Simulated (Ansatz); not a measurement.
Reaction (ligand exchange at a B–O bond): `OBCO` + H–F → `OCBF` + H₂O

Isolated molecules relaxed with PBE0-D4/def2-TZVP in Ansatz; ΔE leaves out vibrations. CCSD(T)/CBS is the MP2 limit (def2-TZVPP, def2-QZVPP) plus CCSD(T) − MP2 in def2-TZVPP, frozen cores. This one scheme is used for every species. Functionals use def2-TZVPP. Each species was taken in one conformer, which may not be the lowest.

Is it downhill or uphill in electronic energy at CCSD(T)/CBS, and by how much? (Estimate.)

Computed: Nearly level: ΔE = +0.4 kcal/mol.

What do these levels give: PBE0-D4, ωB97X-V, ωB97M-V, PBE, MP2/def2-TZVPP, SCS-MP2/def2-TZVPP? (Best estimate.)

The calculation gave: PBE0-D4 0.5, ωB97X-V -0.4, ωB97M-V -0.1, PBE 0.0, MP2/def2-TZVPP 1.0, SCS-MP2/def2-TZVPP 0.2 kcal/mol.

Largest T1 diagnostic among the species: 0.012.

In def2-TZVPP, CCSD(T) changes the Hartree–Fock value by +2.6 kcal/mol (the triples alone add +0.3 kcal/mol) and MP2 by +3.2 kcal/mol.
